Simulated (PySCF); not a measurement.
Input file for PySCF: R-HF/3-21G on tetrasilane (SMILES [SiH3][SiH2][SiH2][SiH3]).

```python
from pyscf import gto, scf, dft, mp
from pyscf.data.elements import chemcore

mol = gto.M(
    atom='''
    Si    2.82217235   -0.93503203   -0.05405561
    Si    0.48798122   -1.04069557    0.12835676
    Si   -0.48725967    1.04315084   -0.32146501
    Si   -2.82281989    0.93320667   -0.16071337
    H     3.19575622   -0.51771833   -1.42751065
    H     3.45128173   -2.24768897    0.23240911
    H     3.35201300    0.06586077    0.90382116
    H     0.10763748   -1.47012059    1.49922542
    H    -0.04619113   -2.04459468   -0.82830663
    H     0.03779797    2.04460564    0.64270364
    H    -0.09635970    1.47752338   -1.68778295
    H    -3.45116695    2.24483044   -0.45332668
    H    -3.34143348   -0.06842708   -1.12399418
    H    -3.20940916    0.51509952    1.20890785
    ''',
    basis='3-21g',
    charge=0, spin=0, verbose=3, max_memory=1800)
mf = scf.RHF(mol)
mf.conv_tol = 1e-8
mf.max_cycle = 100
mf.kernel()
if not mf.converged:
    mf = mf.newton().run(mf.mo_coeff, mf.mo_occ)
```

Program output:

```
converged SCF energy = -1155.35698066448
```

The run converged.

Cost: about 0.7 core-seconds (a rough figure).
